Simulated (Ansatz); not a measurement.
Total energies of `[CH3][Ge]([F])[Br]` radical.

Cartesian coordinates in Å:
```
C -0.206 -0.395 0.812
Ge 0.665 0.771 -0.506
F -0.577 1.883 -1.024
Br 1.223 -0.455 -2.393
H 0.479 -1.191 1.100
H -0.491 0.197 1.681
H -1.092 -0.810 0.329
```

The species carries charge 0 and has multiplicity 2. Correlated methods include outer-core shells of Br, Ge, which these sets cover unevenly. Scalar relativity is left out up to krypton. The structure was optimised at the PBE0-D4/def2-TZVP level. Basis def2-TZVPP, Ansatz 0.2.0.

RPA on PBE orbitals: Hartree–Fock energy of these orbitals -4786.89768 Eh, correlation -1.43199 Eh (frozen core).

| functional | kind | energy without D4 (Eh) | D4 term (kJ/mol) |
| --- | --- | --- | --- |
| LC-ωPBE | long-range corrected hybrid | -4790.32575 | – |
| B2PLYP | double hybrid | -4790.19489 | – |

(1) Give the same for LDA (SPW92), PBE, revPBE, BLYP, r2SCAN, B97M-V, PBE0, B3LYP, r2SCANh, r2SCAN0, HSE06 (plane-wave form), BHLYP, CAM-B3LYP, ωB97X-V, ωB97M-V, PBE-QIDH. (An estimate is asked.)

B3LYP takes the VWN-RPA correlation (the form of Gaussian; ORCA's B3LYP/G). HSE06 is the plane-wave form, built on full-range PBE exchange. The double hybrids freeze the cores in their second-order part.

## Answers

(1) Computed: 
```json
{"functional": "LDA (SPW92)", "kind": "LDA", "energy without D4 (Eh)": "-4783.30458", "D4 term (kJ/mol)": "–"}
{"functional": "PBE", "kind": "GGA", "energy without D4 (Eh)": "-4790.18565", "D4 term (kJ/mol)": "-14.9"}
{"functional": "revPBE", "kind": "GGA", "energy without D4 (Eh)": "-4790.60929", "D4 term (kJ/mol)": "-39.8"}
{"functional": "BLYP", "kind": "GGA", "energy without D4 (Eh)": "-4791.09048", "D4 term (kJ/mol)": "-32.2"}
{"functional": "r2SCAN", "kind": "meta-GGA", "energy without D4 (Eh)": "-4790.95058", "D4 term (kJ/mol)": "-3.4"}
{"functional": "B97M-V", "kind": "meta-GGA with VV10", "energy without D4 (Eh)": "-4790.14838", "D4 term (kJ/mol)": "–"}
{"functional": "PBE0", "kind": "global hybrid, 25 % exact exchange", "energy without D4 (Eh)": "-4790.33279", "D4 term (kJ/mol)": "-12.7"}
{"functional": "B3LYP", "kind": "global hybrid, 20 %", "energy without D4 (Eh)": "-4791.11327", "D4 term (kJ/mol)": "-24.5"}
{"functional": "r2SCANh", "kind": "meta-GGA hybrid, 10 %", "energy without D4 (Eh)": "-4790.93451", "D4 term (kJ/mol)": "-3.7"}
{"functional": "r2SCAN0", "kind": "meta-GGA hybrid, 25 %", "energy without D4 (Eh)": "-4790.91215", "D4 term (kJ/mol)": "-4.1"}
{"functional": "HSE06 (plane-wave form)", "kind": "screened hybrid", "energy without D4 (Eh)": "-4790.33169", "D4 term (kJ/mol)": "-12.0"}
{"functional": "BHLYP", "kind": "global hybrid, 50 %", "energy without D4 (Eh)": "-4790.94567", "D4 term (kJ/mol)": "-21.1"}
{"functional": "CAM-B3LYP", "kind": "range-separated hybrid", "energy without D4 (Eh)": "-4791.23600", "D4 term (kJ/mol)": "-13.1"}
{"functional": "ωB97X-V", "kind": "range-separated hybrid GGA with VV10", "energy without D4 (Eh)": "-4790.56124", "D4 term (kJ/mol)": "–"}
{"functional": "ωB97M-V", "kind": "range-separated hybrid meta-GGA with VV10", "energy without D4 (Eh)": "-4790.72868", "D4 term (kJ/mol)": "–"}
{"functional": "PBE-QIDH", "kind": "double hybrid", "energy without D4 (Eh)": "-4789.67795", "D4 term (kJ/mol)": "–"}
```

LC-ωPBE has ω = 0.4 bohr⁻¹.
